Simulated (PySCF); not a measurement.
Can point charges reproduce the dipole moment of 1-fluorohexane, `C(CCCF)CC`?

Coordinates (GFN2-xTB, Å) and charges (e) from the PBE0/pcSseg-1 density (PySCF):

```json
{"atom": "C1", "x": "3.188", "y": "0.161", "z": "-0.110", "Mulliken": "-0.2537", "IAO": "-0.4163", "Hirshfeld": "-0.1179", "ESP-fitted": "-0.3551"}
{"atom": "C2", "x": "1.800", "y": "0.565", "z": "0.370", "Mulliken": "-0.2715", "IAO": "-0.2446", "Hirshfeld": "-0.0646", "ESP-fitted": "+0.2691"}
{"atom": "C3", "x": "0.702", "y": "-0.214", "z": "-0.352", "Mulliken": "-0.2442", "IAO": "-0.2468", "Hirshfeld": "-0.0661", "ESP-fitted": "-0.0293"}
{"atom": "C4", "x": "-0.691", "y": "0.184", "z": "0.129", "Mulliken": "-0.2511", "IAO": "-0.2517", "Hirshfeld": "-0.0693", "ESP-fitted": "+0.0574"}
{"atom": "C5", "x": "-1.787", "y": "-0.593", "z": "-0.598", "Mulliken": "-0.2829", "IAO": "-0.2700", "Hirshfeld": "-0.0751", "ESP-fitted": "-0.0291"}
{"atom": "C6", "x": "-3.176", "y": "-0.198", "z": "-0.117", "Mulliken": "+0.1893", "IAO": "+0.0479", "Hirshfeld": "+0.0260", "ESP-fitted": "+0.1081"}
{"atom": "F7", "x": "-3.432", "y": "1.123", "z": "-0.404", "Mulliken": "-0.3473", "IAO": "-0.3344", "Hirshfeld": "-0.1242", "ESP-fitted": "-0.2570"}
{"atom": "H8", "x": "3.293", "y": "0.352", "z": "-1.176", "Mulliken": "+0.1068", "IAO": "+0.1353", "Hirshfeld": "+0.0379", "ESP-fitted": "+0.0769"}
{"atom": "H9", "x": "3.955", "y": "0.725", "z": "0.416", "Mulliken": "+0.1139", "IAO": "+0.1401", "Hirshfeld": "+0.0395", "ESP-fitted": "+0.0808"}
{"atom": "H10", "x": "3.360", "y": "-0.899", "z": "0.065", "Mulliken": "+0.1057", "IAO": "+0.1346", "Hirshfeld": "+0.0374", "ESP-fitted": "+0.0759"}
{"atom": "H11", "x": "1.721", "y": "0.388", "z": "1.445", "Mulliken": "+0.1131", "IAO": "+0.1269", "Hirshfeld": "+0.0351", "ESP-fitted": "-0.0563"}
{"atom": "H12", "x": "1.653", "y": "1.634", "z": "0.199", "Mulliken": "+0.1152", "IAO": "+0.1289", "Hirshfeld": "+0.0364", "ESP-fitted": "-0.0518"}
{"atom": "H13", "x": "0.780", "y": "-0.034", "z": "-1.427", "Mulliken": "+0.1138", "IAO": "+0.1249", "Hirshfeld": "+0.0351", "ESP-fitted": "-0.0029"}
{"atom": "H14", "x": "0.850", "y": "-1.284", "z": "-0.185", "Mulliken": "+0.1096", "IAO": "+0.1219", "Hirshfeld": "+0.0331", "ESP-fitted": "-0.0049"}
{"atom": "H15", "x": "-0.843", "y": "1.252", "z": "-0.038", "Mulliken": "+0.1301", "IAO": "+0.1381", "Hirshfeld": "+0.0343", "ESP-fitted": "-0.0026"}
{"atom": "H16", "x": "-0.769", "y": "0.001", "z": "1.204", "Mulliken": "+0.1116", "IAO": "+0.1233", "Hirshfeld": "+0.0342", "ESP-fitted": "-0.0114"}
{"atom": "H17", "x": "-1.717", "y": "-0.405", "z": "-1.671", "Mulliken": "+0.1257", "IAO": "+0.1387", "Hirshfeld": "+0.0399", "ESP-fitted": "+0.0334"}
{"atom": "H18", "x": "-1.665", "y": "-1.664", "z": "-0.428", "Mulliken": "+0.1153", "IAO": "+0.1361", "Hirshfeld": "+0.0432", "ESP-fitted": "+0.0037"}
{"atom": "H19", "x": "-3.956", "y": "-0.780", "z": "-0.619", "Mulliken": "+0.1048", "IAO": "+0.1356", "Hirshfeld": "+0.0424", "ESP-fitted": "+0.0494"}
{"atom": "H20", "x": "-3.270", "y": "-0.304", "z": "0.968", "Mulliken": "+0.0959", "IAO": "+0.1316", "Hirshfeld": "+0.0411", "ESP-fitted": "+0.0459"}
```

Task: Form Σ q r in debye for every column and set it beside the full dipole.

Result: The full density gives (0.59, -1.62, 0.32) D, 1.75 D in size; dipole vectors point from the negative to the positive end.

```tsv
scheme	μx	μy	μz	size (D)	share of the full size (%)	angle to the full dipole (°)
Mulliken	0.93	-2.53	0.47	2.73	156	1
IAO	0.73	-2.65	0.55	2.80	160	5
Hirshfeld	0.35	-0.99	0.19	1.07	61	1
ESP-fitted	0.59	-1.63	0.33	1.77	101	0
```

Task: Which set comes closest?

Result: Length of the difference vector: ESP-fitted 0.02 D, Hirshfeld 0.68 D, Mulliken 0.98 D, IAO 1.07 D. Closest: ESP-fitted. The schemes that divide the density aren't constrained to reproduce the dipole.

Task: What is left for the Hirshfeld atoms' own dipoles?

Result: The shares of the density sum to the whole, so what Σ q r misses lies in dipoles about the nuclei. The atomic dipoles sum to (0.59, -1.62, 0.32) − (0.35, -0.99, 0.19) = (0.24, -0.63, 0.13) D, 0.68 D in size.

Task: With the origin at the mean of the coordinates, (0.000, 0.001, -0.116) Å, which are the largest single terms, by size, of the ESP-fitted dipole along the direction of the full one?

Result: F7 +2.78, C1 -1.59, H10 +0.73, C6 -0.46, H9 +0.30 D; all 20 atoms together +1.77 D. The single terms depend on the origin, their sum doesn't.

Task: Give the size of the full dipole in other units.

Result: 1.75 D = 0.689 au = 0.365 e·Å = 5.84 × 10⁻³⁰ C·m.

Geometry: GFN2-xTB, one conformer, isolated molecule.

The values belong to the conformer `[CH3:1][CH2:2][CH2:3][CH2:4][CH2:5][CH2:6][F:7]`: C1–C2–C3–C4 180°, C2–C3–C4–C5 180°, C3–C4–C5–C6 180°, C4–C5–C6–F7 64°.
